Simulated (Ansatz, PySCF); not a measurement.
The pair A = HCl (SMILES Cl) (first 2 atoms), B = SiH4 (SMILES [SiH4]); geometry from B3LYP-D3(BJ)/def2-TZVP.
(charge 0, multiplicity 1):
```xyz
7

Cl     0.626     1.138    -0.225
H      1.119    -0.034    -0.058
Si    -0.178    -0.081     3.254
H     -0.315     1.388     3.335
H     -1.159    -0.629     2.291
H     -0.416    -0.678     4.589
H      1.191    -0.431     2.808
```

Frozen-core correlation. Rows in 6-31G* carry no dispersion term and start afresh at each structure (6-31G* with six Cartesian d functions). MP2/6-31G* freezes PySCF's default core.

Codes used: Ansatz (an electronic-structure program); PySCF for 6-31G* rows. Each number belongs to the level named beside it.

Total energies (hartree), monomers frozen at their geometry in the pair:

| structure | PBE/def2-TZVPPD | MP2/6-31G* | CCSD(T)/aug-cc-pV(T+d)Z |
|---|---|---|---|
| AB | -752.3513420 | -751.5000817 | -751.7902023 |
| A in the pair's basis | -460.6291580 | -460.1932076 | -460.3459672 |
| B in the pair's basis | -291.7217266 | -291.3073593 | -291.4429151 |
| A | -460.6291120 | -460.1923545 | -460.3456903 |
| B | -291.7217091 | -291.3070938 | -291.4427744 |

### Question
Work out the interaction energy without and with the counterpoise correction, and the superposition error, for each level.

### Answer

E(AB) − E(A) − E(B), times 627.509 kcal/mol, with the monomers in their own basis and then in the pair's basis:
- PBE/def2-TZVPPD: -0.33 uncorrected, -0.29 corrected; the monomers gain 0.04 kcal/mol from borrowed functions
- MP2/6-31G*: -0.40 uncorrected, 0.30 corrected; the monomers gain 0.70 kcal/mol from borrowed functions
- CCSD(T)/aug-cc-pV(T+d)Z: -1.09 uncorrected, -0.83 corrected; the monomers gain 0.26 kcal/mol from borrowed functions
